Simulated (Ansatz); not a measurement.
`O/C=C/[SiH3]` + HI → `[SiH3]/C=C/I` + H₂O  (substitution at a C–O bond)

Program: Ansatz. Geometries: PBE0-D4/def2-TZVP. ΔE: electronic, gas phase. CCSD(T)/CBS is the MP2 limit (def2-TZVPP, def2-QZVPP) plus CCSD(T) − MP2 in def2-TZVPP, frozen cores. This one scheme is used for every species. Double bonds are as drawn, so ΔE can hold a change between cis and trans. Functionals use def2-TZVPP. def2 core potentials past Kr. For I outer-core shells are correlated without core-valence functions, which leaves a few kJ/mol of doubt a bond. One conformer a species, not always the lowest.

| level | ΔE (kcal/mol) |
| --- | --- |
| r2SCAN-D4 | 0.6 |
| PBE0-D4 | 0.2 |
| ωB97X-V | 1.2 |
| HF/def2-TZVPP | 3.1 |
| MP2/def2-TZVPP | -4.6 |
| SCS-MP2/def2-TZVPP | -3.4 |
| CCSD/def2-TZVPP | -1.3 |
| CCSD(T)/def2-TZVPP | -2.1 |

Problem. What does CCSD(T)/CBS give? (An estimate is asked.)

Solution. The calculation gave: -4.1 kcal/mol. The listed levels differ from it by 4.7, 4.3, 5.3, 7.2, -0.5, 0.7, 2.8, 2.0 kcal/mol.

Largest T1 diagnostic among the species: 0.013.

The D4 term adds −1.5 kcal/mol with B3LYP and −0.8 kcal/mol with PBE0; it sums over pairs of atoms, weighted by their polarisabilities, and B3LYP, whose exchange is more repulsive, gets the larger term. In def2-TZVPP, CCSD(T) changes the Hartree–Fock value by −5.2 kcal/mol (the triples alone add −0.8 kcal/mol) and MP2 by −7.7 kcal/mol.

B3LYP here is the variant with VWN-RPA as its local correlation; programs differ in this.
